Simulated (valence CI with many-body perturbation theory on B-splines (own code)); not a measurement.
Results of a calculation; reference values are marked as such.
## Mo XXXVIII: what each term of the Hamiltonian does

Level of theory: relativistic CI+MBPT: three valence electrons over a frozen Dirac-Fock core [He], radial functions for each j: 11 s, 11 p, 9 d, 7 f, 5 g, 2 h, 1 i, with the one-electron correlation potential Σ1, the two-electron term Σ2, the three-electron term Σ3, Breit, model QED; selected CI, second order for the rest (own B-spline code, finite nucleus).

The last digits are not significant, and no measured levels were compared; by estimate large intervals hold to a few tenths of a per cent, small ones and those within an open d or f shell to about a per cent.

Each rung adds one term. CI alone is the Dirac-Coulomb CI over the frozen core; QED comes last and gives the full result, which names the levels. Energies are above (2s^2 2p1/2) J=1/2 on the same rung, in eV.

Levels are named by their leading jj configuration (3d3/2^4 stands for four electrons in 3d with j = 3/2), which in mixed levels can hold well under half, so a name can repeat and another be missing. Letters in brackets count levels of one name in rising energy.

| Level | CI alone | Σ1 | Σ2 | Σ3 | Breit | QED | Full |
| --- | --- | --- | --- | --- | --- | --- | --- |
| (2s 2p1/2^2) J=1/2 | 111.1 | -0.22 | -0.05 | 0.00 | +2.65 | -2.47 | 111.0 |
| (2s^2 2p3/2) J=3/2 | 121.8 | +0.05 | 0.00 | 0.00 | -2.54 | +0.20 | 119.5 |
| (2s 2p1/2 2p3/2) J=3/2 [a] | 201.2 | -0.17 | -0.03 | +0.01 | +0.27 | -2.24 | 199.1 |
| (2s 2p1/2 2p3/2) J=5/2 | 226.2 | -0.16 | -0.05 | 0.00 | -1.55 | -2.23 | 222.2 |
| (2s 2p1/2 2p3/2) J=3/2 [b] | 264.1 | -0.17 | -0.15 | -0.04 | -0.65 | -2.25 | 260.9 |
| (2s 2p1/2 2p3/2) J=1/2 | 268.4 | -0.17 | -0.28 | -0.05 | +0.65 | -2.29 | 266.2 |
| (2s 2p3/2^2) J=5/2 | 342.9 | -0.12 | -0.06 | -0.01 | -3.01 | -2.01 | 337.7 |
| (2p1/2^2 2p3/2) J=3/2 | 389.3 | -0.38 | -0.34 | -0.05 | +2.39 | -4.71 | 386.2 |
| (2s 2p3/2^2) J=1/2 | 395.7 | -0.11 | -0.08 | -0.05 | -1.33 | -2.02 | 392.1 |
| (2s 2p3/2^2) J=3/2 | 398.5 | -0.12 | -0.29 | -0.05 | -2.65 | -2.03 | 393.3 |
| (2p1/2 2p3/2^2) J=3/2 | 489.6 | -0.34 | -0.34 | -0.04 | +0.26 | -4.54 | 484.6 |
| (2p1/2 2p3/2^2) J=5/2 | 506.8 | -0.34 | -0.30 | -0.04 | -1.53 | -4.54 | 500.0 |
| (2p1/2 2p3/2^2) J=1/2 | 533.5 | -0.33 | -0.27 | -0.05 | +0.80 | -4.50 | 529.2 |
| (2p3/2^3) J=3/2 | 637.6 | -0.28 | -0.28 | -0.05 | -2.29 | -4.27 | 630.4 |
| (2s^2 3s) J=1/2 | 2963.2 | +0.33 | -0.05 | -0.04 | -4.24 | +0.76 | 2960.0 |
| (2s^2 3p1/2) J=1/2 | 3003.9 | +0.28 | -0.06 | -0.04 | -3.44 | -0.01 | 3000.6 |
| (2s^2 3p3/2) J=3/2 | 3037.4 | +0.28 | -0.06 | -0.04 | -4.06 | -0.10 | 3033.4 |
| (2s 2p1/2 3s) J=1/2 [a] | 3042.8 | +0.12 | -0.04 | -0.04 | -1.68 | -1.66 | 3039.5 |
| (2s 2p1/2 3s) J=3/2 | 3059.4 | +0.14 | -0.08 | -0.04 | -2.67 | -1.48 | 3055.2 |

The middle columns are the shifts that each term adds.

Problem. How does the ionisation energy move along the ladder, and which term matters most?

Solution. CI alone 5293.2, + Σ1 5293.6, + Σ2 5293.5, + Σ3 5293.4, + Breit 5288.5, + QED 5288.6 eV. The largest step is Breit, -5.0 eV. NIST lists 5287 ± 4 eV (semi-empirical).
